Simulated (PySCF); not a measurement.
Fe⁺: ionisation energy

Fe⁺ [Ar] 3d6 4s1 (6D) → Fe²⁺ [Ar] 3d6 (5D), as a difference of total energies. All numbers are calculated (PySCF 2.14, the non-relativistic Hamiltonian (point nucleus), in aug-cc-pwCVTZ). Correlated levels: valence: [Ar] frozen; valence and next inner shell: [Ne] frozen; nothing frozen. The calculations carry no spin-orbit coupling.

```csv
method,ionisation energy (eV)
UHF,15.111
LDA,16.869
PBE,16.628
PBE0,16.297
r2SCAN,16.470
HSE06,16.367
r2SCAN0,16.241
wB97M-V,15.918
MP2 (valence),15.715
SCS-MP2 (valence),15.458
MP2 (valence and next inner shell),15.995
SCS-MP2 (valence and next inner shell),15.737
```

Q: Estimate what MP2 (all electrons) gives.

A: 15.993 eV, closest to MP2 (valence and next inner shell) among the rows shown.

Q: Estimate what SCS-MP2 (all electrons) gives.

A: 15.737 eV, closest to SCS-MP2 (valence and next inner shell) among the rows shown.

These non-relativistic numbers lack the scalar-relativistic shift.

Errors of the correlated levels include the incompleteness of this basis and the frozen core.

For comparison: 16.199 eV (measured; NIST Atomic Spectra Database, ionization energies).
